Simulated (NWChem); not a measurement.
Program: NWChem. System: H4BN, charge 0, spin multiplicity 1, displaced from the optimised geometry. Level: CCSD(T)/cc-pVDZ, 2 core orbitals frozen, spin-restricted.

Input file:

```
start mol
memory heap 100 mb stack 700 mb global 1900 mb
geometry units angstroms nocenter noautoz noautosym
  B      0.000000     0.000000    -0.776169
  N      0.000000     0.000000     0.611172
  H     -1.057459     0.000000    -1.364498
  H      0.972862     0.000000    -1.317432
  H      0.846359     0.000000     1.165820
  H     -0.846359     0.000000     1.165820
end
basis spherical
  * library cc-pvdz
end
scf
  rhf
  nopen 0
  maxiter 100
  thresh 1e-7
  semidirect memsize 60000000 filesize 0
end
ccsd
  freeze core 2
  maxiter 60
end
task ccsd(t) energy
```

Part of the output:

```
             Northwest Computational Chemistry Package (NWChem) 7.3.0
             --------------------------------------------------------

                                NWChem Input Module
                                -------------------

 Scaling coordinates for geometry "geometry" by  1.889725989
 (inverse scale =  0.529177249)

                             Geometry "geometry" -> ""
                             -------------------------

 Output coordinates in angstroms (scale by  1.889725989 to convert to a.u.)

  No.       Tag          Charge          X              Y              Z
 ---- ---------------- ---------- -------------- -------------- --------------
    1 B                    5.0000     0.00000000     0.00000000    -0.77616900
    2 N                    7.0000     0.00000000     0.00000000     0.61117200
    3 H                    1.0000    -1.05745900     0.00000000    -1.36449800
    4 H                    1.0000     0.97286200     0.00000000    -1.31743200
    5 H                    1.0000     0.84635900     0.00000000     1.16582000
    6 H                    1.0000    -0.84635900     0.00000000     1.16582000

 Effective nuclear repulsion energy (a.u.)      32.4338976153

            Nuclear Dipole moment (a.u.)
            ----------------------------
        X                 Y               Z
 ---------------- ---------------- ----------------
    -0.1598651495     0.0000000000     0.0889475126


 Summary of "ao basis" -> "" (spherical)
 ------------------------------------------------------------------------------
       Tag                 Description            Shells   Functions and Types
 ---------------- ------------------------------  ------  ---------------------
 *                          cc-pvdz                   on all atoms

 Summary of "ao basis" -> "ao basis" (spherical)
 ------------------------------------------------------------------------------
       Tag                 Description            Shells   Functions and Types
 ---------------- ------------------------------  ------  ---------------------
 B                          cc-pvdz                  6       14   3s2p1d
 N                          cc-pvdz                  6       14   3s2p1d
 H                          cc-pvdz                  3        5   2s1p

                                 NWChem SCF Module
                                 -----------------

  ao basis        = "ao basis"
  functions       =    48
  atoms           =     6
  closed shells   =     8
  open shells     =     0
  charge          =   0.00
  wavefunction    = RHF
  use symmetry    = F
  symmetry adapt  = F

 Summary of "ao basis" -> "ao basis" (spherical)
 ------------------------------------------------------------------------------
       Tag                 Description            Shells   Functions and Types
 ---------------- ------------------------------  ------  ---------------------
 B                          cc-pvdz                  6       14   3s2p1d
 N                          cc-pvdz                  6       14   3s2p1d
 H                          cc-pvdz                  3        5   2s1p

 Forming initial guess at       0.0s

      Superposition of Atomic Density Guess
      -------------------------------------

 Sum of atomic energies:         -80.83008585

      Non-variational initial energy
      ------------------------------

 Total energy =     -81.819048
 1-e energy   =    -171.519311
 2-e energy   =      57.266366
 HOMO         =      -0.393047
[...]
 Opposite spin contribution:             -0.239165376934660
 Opposite spin scaling fact.:             1.270000000000000
 SCS-CCSD correlation energy:            -0.364352164897205
 Total SCS-CCSD energy:                 -81.859278931216423
 memory            104852764

*********triples calculation*********

nkpass=    1; nvpass=    1; memdrv=          58440; memtrn=         650845; memavail=      104852508
 memory available/node                      104852508
 total number of virtual orbitals        40
 number of virtuals per integral pass    40
 number of integral evaluations           1
 number of occupied per triples pass      6
 number of triples passes                 1

 commencing integral evaluation        1 at           9.61
  symmetry use  F
task         2 out of       300 done   0%  at       0.0 secs
task        15 out of       300 done   5%  at       0.0 secs
task        30 out of       300 done  10%  at       0.1 secs
task        45 out of       300 done  15%  at       0.1 secs
task        60 out of       300 done  20%  at       0.1 secs
task        75 out of       300 done  25%  at       0.2 secs
task        90 out of       300 done  30%  at       0.2 secs
task       105 out of       300 done  35%  at       0.3 secs
task       120 out of       300 done  40%  at       0.3 secs
task       135 out of       300 done  45%  at       0.3 secs
task       150 out of       300 done  50%  at       0.4 secs
task       165 out of       300 done  55%  at       0.4 secs
task       180 out of       300 done  60%  at       0.4 secs
task       195 out of       300 done  65%  at       0.5 secs
task       210 out of       300 done  70%  at       0.5 secs
task       225 out of       300 done  75%  at       0.5 secs
task       240 out of       300 done  80%  at       0.5 secs
task       255 out of       300 done  85%  at       0.5 secs
task       270 out of       300 done  90%  at       0.6 secs
task       285 out of       300 done  95%  at       0.6 secs
task       300 out of       300 done 100%  at       0.6 secs
 commencing triples evaluation - blocking       1
 ccsd(t): done        1 out of       40 progress:    2.5%
 ccsd(t): done        2 out of       40 progress:    5.0%
 ccsd(t): done        3 out of       40 progress:    7.5%
 ccsd(t): done        4 out of       40 progress:   10.0%
 ccsd(t): done        5 out of       40 progress:   12.5%
 ccsd(t): done        6 out of       40 progress:   15.0%
 ccsd(t): done        7 out of       40 progress:   17.5%
 ccsd(t): done        8 out of       40 progress:   20.0%
 ccsd(t): done        9 out of       40 progress:   22.5%
 ccsd(t): done       10 out of       40 progress:   25.0%
 ccsd(t): done       11 out of       40 progress:   27.5%
 ccsd(t): done       12 out of       40 progress:   30.0%
 ccsd(t): done       13 out of       40 progress:   32.5%
 ccsd(t): done       14 out of       40 progress:   35.0%
 ccsd(t): done       15 out of       40 progress:   37.5%
 ccsd(t): done       16 out of       40 progress:   40.0%
 ccsd(t): done       17 out of       40 progress:   42.5%
 ccsd(t): done       18 out of       40 progress:   45.0%
 ccsd(t): done       19 out of       40 progress:   47.5%
 ccsd(t): done       20 out of       40 progress:   50.0%
 ccsd(t): done       21 out of       40 progress:   52.5%
 ccsd(t): done       22 out of       40 progress:   55.0%
 ccsd(t): done       23 out of       40 progress:   57.5%
 ccsd(t): done       24 out of       40 progress:   60.0%
 ccsd(t): done       25 out of       40 progress:   62.5%
 ccsd(t): done       26 out of       40 progress:   65.0%
 ccsd(t): done       27 out of       40 progress:   67.5%
 ccsd(t): done       28 out of       40 progress:   70.0%
 ccsd(t): done       29 out of       40 progress:   72.5%
 ccsd(t): done       30 out of       40 progress:   75.0%
 ccsd(t): done       31 out of       40 progress:   77.5%
 ccsd(t): done       32 out of       40 progress:   80.0%
 ccsd(t): done       33 out of       40 progress:   82.5%
 ccsd(t): done       34 out of       40 progress:   85.0%
 ccsd(t): done       35 out of       40 progress:   87.5%
 ccsd(t): done       36 out of       40 progress:   90.0%
 ccsd(t): done       37 out of       40 progress:   92.5%
 ccsd(t): done       38 out of       40 progress:   95.0%
 ccsd(t): done       39 out of       40 progress:   97.5%
 ccsd(t): done       40 out of       40 progress:  100.0%
 Time for integral evaluation pass     1        0.59
 Time for triples evaluation pass      1        0.20

 pseudo-e(mp4)  -0.75691385851539E-02
 pseudo-e(mp5)   0.38092089397383E-03
        e(t)    -0.71882176911801E-02

 --------------
 CCSD(T) Energy
 --------------
 Reference energy:                     -81.494926766319224

 CCSD corr. energy:                     -0.292804435510047
 T(CCSD) corr. energy:                  -0.007569138585154
 Total CCSD+T(CCSD) energy:            -81.795300340414428

 CCSD corr. energy:                     -0.292804435510047
 (T) corr. energy:                      -0.007188217691180
 Total CCSD(T) energy:                 -81.794919419520454

 routine      calls  cpu(0)   cpu-min  cpu-ave  cpu-max   i/o
 aoccsd          1     0.00     0.00     0.00     0.00    0.00
 iterdrv         1     0.01     0.01     0.01     0.01    0.00
 pampt          10     0.02     0.02     0.02     0.02    0.00
 t2pm           10     0.03     0.03     0.03     0.03    0.00
 sxy            10     0.13     0.13     0.13     0.13    0.00
 ints       900000     7.64     7.64     7.64     7.64    0.00
 t2eri        3000     0.71     0.71     0.71     0.71    0.00
 idx2         3000     0.17     0.17     0.17     0.17    0.00
 idx34          10     0.01     0.01     0.01     0.01    0.00
 ht2pm          10     0.04     0.04     0.04     0.04    0.00
 itm            10     0.14     0.14     0.14     0.14    0.00
 pdiis          10     0.01     0.01     0.01     0.01    0.00
 triples         1     0.00     0.00     0.00     0.00    0.00
 rdtrpo          1     0.00     0.00     0.00     0.00    0.00
 trpmos          1     0.59     0.59     0.59     0.59    0.00
 trpdrv          1     0.04     0.04     0.04     0.04    0.00
 dovvv       10080     0.08     0.08     0.08     0.08    0.00
 doooo       10080     0.02     0.02     0.02     0.02    0.00
 tengy        8640     0.07     0.07     0.07     0.07    0.00
 Total                 9.70     9.70     9.70     9.70    0.00

 Task  times  cpu:       10.7s     wall:       10.7s

 Total times  cpu:       10.7s     wall:       10.7s
```
